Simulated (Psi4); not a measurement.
C$_{2}$H$_{7}$O, charge +1, singlet, at a GFN2-xTB geometry; CISD/def2-SV(P) (Psi4).

The Psi4 input:
```
memory 2 GB

molecule mol {
1 1
C     1.229002   -0.376044   -0.006615
C     0.082470    0.601032   -0.001554
O    -1.187187   -0.179769   -0.072140
H    -1.974657    0.385114    0.075086
H     0.076743    1.220246    0.897416
H     0.082282    1.229470   -0.893188
H     2.164696    0.175836   -0.029370
H     1.232477   -0.994834    0.888186
H     1.195690   -1.010221   -0.888520
H    -1.148565   -0.917390    0.576526
}

set {
  basis def2-sv(p)
  reference rhf
}

energy('cisd')
print_variables()
```

The log (banner, timings and long lists left out):

```
   => Loading Basis Set <=

    Name: DEF2-SV(P)
    Role: ORBITAL
    Keyword: BASIS

         ---------------------------------------------------------
                                   SCF
               by Justin Turney, Rob Parrish, Andy Simmonett
                          and Daniel G. A. Smith
                              RHF Reference
         ---------------------------------------------------------

  ==> Geometry <==

    Molecular point group: c1
    Full point group: C1

    Geometry (in Angstrom), charge = 1, multiplicity = 1:

       Center              X                  Y                   Z               Mass
    ------------   -----------------  -----------------  -----------------  -----------------
         C            1.263218598320    -0.374202915088     0.006580955347    12.000000000000
         C            0.116686598320     0.602873084912     0.011641955347    12.000000000000
         O           -1.152970401680    -0.177927915088    -0.058944044653    15.994914619570
         H           -1.940440401680     0.386955084912     0.088281955347     1.007825032230
         H            0.110959598320     1.222087084912     0.910611955347     1.007825032230
         H            0.116498598320     1.231311084912    -0.879992044653     1.007825032230
         H            2.198912598320     0.177677084912    -0.016174044653     1.007825032230
         H            1.266693598320    -0.992992915088     0.901381955347     1.007825032230
         H            1.229906598320    -1.008379915088    -0.875324044653     1.007825032230
         H           -1.114348401680    -0.915548915088     0.589721955347     1.007825032230

  Running in c1 symmetry.

  Rotational constants: A =      1.05282  B =      0.29310  C =      0.25427 [cm^-1]
  Rotational constants: A =  31562.72367  B =   8787.04482  C =   7622.69541 [MHz]
  Nuclear repulsion =   89.030812685200345

  Charge       = 1
  Multiplicity = 1
  Electrons    = 26
  Nalpha       = 13
  Nbeta        = 13

  ==> Algorithm <==

  SCF Algorithm Type is PK.
  DIIS enabled.
  MOM disabled.
  Fractional occupation disabled.
  Guess Type is SAD.
  Energy threshold   = 1.00e-08
  Density threshold  = 1.00e-08
  Integral threshold = 1.00e-12

  ==> Primary Basis <==

  Basis Set: DEF2-SV(P)
    Blend: DEF2-SV(P)
    Number of shells: 32
    Number of basis functions: 56
    Number of Cartesian functions: 59
    Spherical Harmonics?: true
    Max angular momentum: 2

  ==> Integral Setup <==

[...]
  @RHF Final Energy:  -154.24120007255360
    Total Energy =                       -154.2412000725535961
[...]

  Allocate cpu memory (    15.08 mb).....done.
  Initialize cpu memory..................done.

  Begin CISD iterations

   Iter  DIIS          Energy       d(Energy)          |d(T)|     time
      0   0 1   -0.4417746941   -0.4417746941    0.3147589134        0
      1   1 1   -0.4161231566    0.0256515375    0.0445917282        0
      2   2 1   -0.4266858396   -0.0105626830    0.0104501484        0
      3   3 1   -0.4271406539   -0.0004548143    0.0036113161        1
      4   4 1   -0.4272141445   -0.0000734905    0.0006747260        0
      5   5 1   -0.4272163578   -0.0000022133    0.0001592715        0
      6   6 1   -0.4272164860   -0.0000001282    0.0000323055        1
      7   7 1   -0.4272164909   -0.0000000049    0.0000076182        0
      8   8 1   -0.4272164912   -0.0000000002    0.0000020060        0
      9   8 2   -0.4272164912   -0.0000000000    0.0000005805        0
     10   8 3   -0.4272164912   -0.0000000000    0.0000001540        1
     11   8 4   -0.4272164912   -0.0000000000    0.0000000353        0

  CISD iterations converged!

  CISD variational energy:      -0.427216491183
  CISD transition energy:       -0.427216489905

        OS SCS-MP2 correlation energy:          -0.403247174611
        SS SCS-MP2 correlation energy:          -0.035245127303
        SCS-MP2 correlation energy:             -0.438492301914
      * SCS-MP2 total energy:                 -154.679692374468

        OS MP2 correlation energy:              -0.336039312176
        SS MP2 correlation energy:              -0.105735381909
        MP2 correlation energy:                 -0.441774694085
      * MP2 total energy:                     -154.682974766639

        OS CISD correlation energy:             -0.338799728097
        SS CISD correlation energy:             -0.088416761808
        CISD correlation energy:                -0.427216491183
      * CISD total energy:                    -154.668416563737

  Total time for CISD iterations:       1.76 s (user)
                                        0.72 s (system)
                                           3 s (total)

  Time per iteration:                   0.16 s (user)
                                        0.07 s (system)
                                        0.27 s (total)

  Variable Map:
  ----------------------------------------------------------------------------
[...]
  Array Variable Map:
  ----------------------------------------------------------------------------
[...]
[...]
```
